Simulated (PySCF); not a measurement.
# C₆ coefficients of unlike pairs at PBE0

Calculated with PySCF 2.14 from the dipole response of each species, C₆(A,B) = (3/π) ∫ α_A(iu) α_B(iu) du, in atomic units, from isotropic polarisabilities. For ions this is the dispersion term alone; charge-induced terms of lower order in 1/R come first.

```csv
species,configuration,basis,relativity,α (bohr³),C₆ (like pair)
Cd²⁺,[Kr] 4d10 (1S),def2-TZVPPD with the def2 core potential (28 electrons) (6s4p3d2f1g),core potential,4.323,19.10
Tc³⁺,[Kr] 4d4 (5D),aug-cc-pVTZ-PP with ECP28MDF (6s6p5d3f2g),core potential,5.404,24.41
Ne²⁺,[He] 2s2 2p4 (3P),def2-TZVPPD (6s4p3d1f),none,0.8379,1.046
B²⁺,[He] 2s1 (2S),"x2c-TZVPPall with one added diffuse shell each of s, p, d type (6s4p3d1f)",spin-free X2C,7.197,9.634
```

Problem. Estimate C₆ for Ne²⁺ with Tc³⁺.

Solution. The integral gives 4.880. The combination rule 2 C_A C_B / (C_A α_B/α_A + C_B α_A/α_B) gives 4.849 and the geometric mean 5.053.

No spin-orbit coupling is included.

The other pairs:

```json
{"pair": "B²⁺, Tc³⁺", "C₆": "12.07"}
{"pair": "Ne²⁺, Cd²⁺", "C₆": "4.435"}
{"pair": "B²⁺, Cd²⁺", "C₆": "9.927"}
{"pair": "Tc³⁺, Cd²⁺", "C₆": "21.36"}
{"pair": "B²⁺, Ne²⁺", "C₆": "2.079"}
```
